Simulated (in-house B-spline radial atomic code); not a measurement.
Values are calculated unless marked as measured or tabulated.
Making a Troullier-Martins s channel for Sr, r_c = 2.82 bohr

Sr, [Kr] 5s2, non-relativistic PBE, spherical and spin-unpolarised, from a B-spline radial code for spherical atoms (atomic units). The all-electron 5s level is ε = -0.127843 hartree, its outermost node lies just inside 1.71 bohr and its outer maximum at 3.76 bohr.

Inside r_c the pseudo-orbital is u(r) = r^1 exp(p(r)), with p = c0 + c2 r² + c4 r⁴ + … + c12 r¹². The seven coefficients follow from p and its first four derivatives at r_c, from zero curvature of the screened potential at the origin, c4 = −c2²/(2l + 5), and from the norm inside r_c. At r_c the all-electron orbital has P = 0.4482808, P' = 0.2052941, the screened potential V = -0.4587412, V' = 0.3909878, V'' = -0.5322933, and the norm inside is Q = 0.1326005.

Q: What are p, p' and p'' at r_c?

A: p = ln(P/r_c^1) = ln(0.4482808/2.82) = -1.83907. p' = P'/P − 1/r_c = 0.45796 − 0.35461 = 0.10335. The radial equation gives p'' = 2(V − ε) − 2(1) p'/r_c − p'² = -0.66180 − (0.07330) − 0.01068 = -0.74577. Differentiating, p''' = 2V' + 2(1)p'/r_c² − 2(1)p''/r_c − 2p'p'' = 1.491, and p'''' = 2V'' − 4(1)p'/r_c³ + 4(1)p''/r_c² − 2(1)p'''/r_c − 2p''² − 2p'p''' = -3.9362.

For a trial c2 the five matching conditions are linear in c0, c6, c8, c10 and c12, and c2 is varied until the norm inside r_c equals Q. The root nearest zero gives:

```
 n            c_n
 0      -1.898138
 2     -0.2320555
 4    -0.01076995
 6     0.03321815
 8   -0.007050476
10   0.0005797075
12  -1.723928e-05
```

Q: Check c4 and p(r_c), and find the screened pseudopotential at the origin.

A: −c2²/5 = -0.0107699, as listed. The terms c_n r_c^n are -1.89814, -1.84540, -0.68110, 16.70591, -28.19754, 18.43742, -4.36022, which sum to -1.83907. Inverting the radial equation, V_l(r) = ε + 1 p'/r + (p'' + p'²)/2, so V_l(0) = ε + (2l + 3) c2 = -0.127843 + 3 × (-0.232055) = -0.8240 hartree, finite where the all-electron potential diverges.

Orbitals and screened potentials:

```
r (bohr)         P        u  V all-electron  V pseudo
   0.282   0.09903  0.04148          -55.32   -0.8196
   0.705   -0.1018  0.09423          -9.839   -0.6857
   1.128    -0.236   0.1302          -3.754    -0.219
   1.551  -0.07115   0.1636          -1.894    0.3804
   1.974    0.1533   0.2264          -1.077    0.5578
   2.397    0.3324   0.3375          -0.676   -0.1238
    2.82    0.4483   0.4483         -0.4587   -0.4587
```

Logarithmic derivatives P'/P at R = 3.12 bohr, for energies E around ε:

```csv
E − ε (hartree),all-electron,pseudo
-0.5,0.900577,0.857261
-0.25,0.609022,0.593998
-0.1,0.405653,0.402441
0,0.25241,0.252393
0.1,0.0802483,0.0748777
0.25,-0.22706,-0.283981
0.5,-0.967832,-2.08731
```

Q: With P(R) = 0.4974775 and a norm of 0.2003114 inside R, what slope in energy does norm conservation fix?

A: d(P'/P)/dE = −2 × (norm inside R)/P(R)² = -1.6188 per hartree·bohr at E = ε, for both atoms, since orbital and norm agree at R. Differences over ±0.1 hartree give -1.6270 (all-electron) and -1.6378 (pseudo), which also hold third-order terms. Half a hartree below ε the two curves differ by -0.0433.
